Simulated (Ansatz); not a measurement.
```yaml
crystal:
  periodic: [false, false, false]
  atoms:
    - {symbol: O, position_ang: [-0.376304, -0.467539, -0.253436]}
    - {symbol: I, position_ang: [1.247116, 0.129907, 0.697011]}
    - {symbol: H, position_ang: [-0.870812, 0.337632, -0.443575]}
basis:
  gaussian: {orbitals: def2-mTZVPP}
hamiltonian: {xc: {name: wB97X-D}}
```

```sh
$ ansatz run in.yaml --threads 4 --pin off --events-out ev --progress --plain --max-ram 10444MiB
```

It prints (some lines left out):

```
Error: YAML parse error: error: line 9 column 19: hamiltonian.xc: no functional is named "wB97X-D"; the names, which are not case-sensitive, are SVWN5, SPW92, PBE, PBE0, PBEsol, revPBE, revPBE0, RPBE, rPW86-PBE, HSE06, wPBEh, LC-wPBE, HISS, HF, BLYP, B3LYP, B3LYP5, BHLYP, CAM-B3LYP, r2SCAN, r2SCANh, r2SCAN0, r2SCAN50, m-r2SCAN, B97, wB97, wB97X, wB97X-V, B97M-V, wB97M-V, B2PLYP, B2GP-PLYP, PBE0-DH, PBE-QIDH
 --> <input>:9:19
7 | basis:
8 |   gaussian: {orbitals: def2-mTZVPP}
9 | hamiltonian: {xc: {name: wB97X-D}}
```

In this input the method's name isn't one that the program takes here. The input was rejected before any iteration.
